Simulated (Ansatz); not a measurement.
Mulliken charges of CH₅FSeSi (`FC([SiH3])[SeH]`) from ωB97M-V/def2-TZVPP in Ansatz (PBE0-D4/def2-TZVP geometry).

| atom | x (Å) | y (Å) | z (Å) | charge (e) |
| --- | --- | --- | --- | --- |
| F1 | -0.511 | 0.291 | -1.862 | -0.205 |
| C2 | -0.109 | 0.688 | -0.598 | -0.031 |
| Si3 | 0.794 | -0.725 | 0.289 | 0.135 |
| Se4 | -1.596 | 1.352 | 0.461 | -0.058 |
| H5 | 0.537 | 1.565 | -0.713 | 0.129 |
| H6 | 1.415 | -0.180 | 1.521 | -0.007 |
| H7 | 1.841 | -1.288 | -0.603 | -0.016 |
| H8 | -0.198 | -1.775 | 0.629 | -0.014 |
| H9 | -2.085 | 0.024 | 0.860 | 0.067 |

Q: By hand: the dipole of these point charges (1 e Å = 4.8032 D).

A: Σ q r = (0.201, -0.007, 0.368) e Å, of length 0.419 e Å = 2.01 D.

Q: How does the dipole of the full density compare? (An estimate is asked.)

A: Computed: (0.179, -0.029, 0.219) e Å, 1.37 D; the point charges give 1.47 times that, at 12° from its direction.

Point charges leave out the atoms' own dipoles, such as those of lone pairs, and Mulliken's split depends on the basis, so the two needn't agree.
